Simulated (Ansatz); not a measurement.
Single points on Ag2H3⁻.

```yaml
crystal:
  periodic: [false, false, false]
  atoms:
    - {symbol: Ag, position_ang: [-0.596505, -1.247433, -0.319447]}
    - {symbol: Ag, position_ang: [0.402523, 1.292389, 0.426247]}
    - {symbol: H, position_ang: [1.602441, 2.429686, 0.427870]}
    - {symbol: H, position_ang: [-0.991028, 0.229623, 0.545585]}
    - {symbol: H, position_ang: [-0.417431, -2.704265, -1.080255]}
basis:
  gaussian: {orbitals: def2-TZVPD, initial_orbitals: start.molden}
total_charge: -1
hamiltonian: {xc: {name: r2SCANh}, dispersion: d4}
scf: {omitted_lower_state_checks: [starts]}
output: {orbitals: {seedname: orbitals}}
```

The file start.molden holds the orbitals of an earlier run on this structure, at another level or in another basis.

```sh
$ ansatz run in.yaml --threads 4 --pin off --events-out ev --progress --plain --max-ram 3916MiB
```

Output, abridged:

```
Functional definition: r2SCANh
859 factors; their error is unknown
mean field evaluation 1: about -8051.9442 eV, gradient 2.8e0 eV
mean field evaluation 2: about -8051.9615 eV, gradient 2.2e-2 eV
mean field evaluation 4: about -8051.9832 eV, gradient 2.2e-5 eV
mean field -8051.98321547 eV, -295.9049253383 hartree, gradient 3.3e-5 eV, S^2 0.000000; 0 other end points of the search recorded, 0 dependent functions left out
reference -8051.98322917 eV, -295.9049258418 hartree; 21, 21 occupied and 86, 86 virtual orbitals, 859 factors
Total energy: -8052.02706020 eV, -295.9065366024 hartree
Checks for a lower state left out: starts
```

Hardware: 4 threads of Arm Neoverse V1 on a shared host. Wall time 1.8 s.

The first input with `hamiltonian: {xc: {text: "exchange = 0.50*pbe_x + 0.50*exact_x\ncorrelation = pbe_c"}}` (abridged; 1 s):

```
Functional definition: unnamed
mean field -8048.59621254 eV, -295.7804552762 hartree, gradient 2.2e-5 eV, S^2 0.000000
Total energy: -8048.59623481 eV, -295.7804560949 hartree
Checks for a lower state left out: starts
```

First input, but with `hamiltonian: {xc: {text: "exchange = 0.95*pbe_x + 0.05*exact_x\ncorrelation = pbe_c"}}` (abridged; 0.85 s):

```
Functional definition: unnamed
mean field -8050.53661663 eV, -295.8517638114 hartree, gradient 4.8e-5 eV, S^2 0.000000
Total energy: -8050.53665735 eV, -295.8517653080 hartree
Checks for a lower state left out: starts
```

As the first input, with `gaussian: {orbitals: def2-SVPD, initial_orbitals: start.molden}`, `hamiltonian: {xc: pbe, dispersion: d4}` (abridged; 0.75 s):

```
Functional definition: PBE
mean field -8048.61137094 eV, -295.7810123373 hartree, gradient 7.8e-6 eV, S^2 0.000000
Total energy: -8048.78055650 eV, -295.7872297920 hartree
Checks for a lower state left out: starts
```

The first input with `hamiltonian: {xc: {text: "exchange = 0.65*pbe_x + 0.35*exact_x\ncorrelation = pbe_c"}}` (abridged; 0.9 s):

```
Functional definition: unnamed
mean field -8049.16878305 eV, -295.8014968546 hartree, gradient 5.3e-5 eV, S^2 0.000000
Total energy: -8049.16881162 eV, -295.8014979046 hartree
Checks for a lower state left out: starts
```

As the first input, with `hamiltonian: {xc: {text: "exchange = 0.85*pbe_x + 0.15*exact_x\ncorrelation = pbe_c"}}` (abridged; 0.85 s):

```
Functional definition: unnamed
mean field -8050.04601942 eV, -295.8337346965 hartree, gradient 1.0e-5 eV, S^2 0.000000
Total energy: -8050.04605616 eV, -295.8337360467 hartree
Checks for a lower state left out: starts
```

As the first input, with `hamiltonian: {xc: r2scan, dispersion: d4}` (abridged; 1.7 s):

```
Functional definition: r2SCAN
mean field -8052.97676553 eV, -295.9414376296 hartree, gradient 5.8e-5 eV, S^2 0.000000
Total energy: -8053.01719329 eV, -295.9429233223 hartree
Checks for a lower state left out: starts
```

Geometry: r2SCAN-D4/def2-TZVPD.

In the def2 sets Ag takes a core potential; there is no spin–orbit coupling. The structure comes from a short search, and lower isomers may exist.
